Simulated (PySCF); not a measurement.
In(F)(Br)(Me) (CH₃BrFIn), SMILES [F][In]([CH3])[Br].

Geometry: PBE-D3(BJ)/def2-SVP. The structure was generated by enumeration; whether it is a known compound was not checked. The def2 effective core potentials stand for the cores of In; spin–orbit coupling is left out.

These are PBE-D3(BJ)/def2-SVP in PySCF values and carry that method's errors.

Frequencies are harmonic and unscaled.

```csv
mode,ν (cm⁻¹),IR (km/mol),moving atoms (share of kinetic energy)
1,19,0.1,H 98 %
2,82,1.3,"C 43 %, H 20 %, In 18 %, Br 14 %"
3,108,6.8,"In 34 %, F 26 %, C 23 %, H 13 %"
4,124,15.9,"F 72 %, Br 9 %"
5,242,27.8,"Br 60 %, In 36 %"
6,488,12.1,"C 70 %, H 16 %, In 10 %"
7,581,54.6,"F 83 %, In 15 %"
8,704,24.4,"H 85 %, C 14 %"
9,729,44.4,"H 85 %, C 15 %"
10,1124,5.2,"H 83 %, C 17 %"
11,1374,2.7,H 95 %
12,1378,2.9,H 95 %
13,3001,0.3,H 98 %
14,3122,0.0,"H 90 %, C 10 %"
15,3137,0.2,"H 90 %, C 10 %"
```
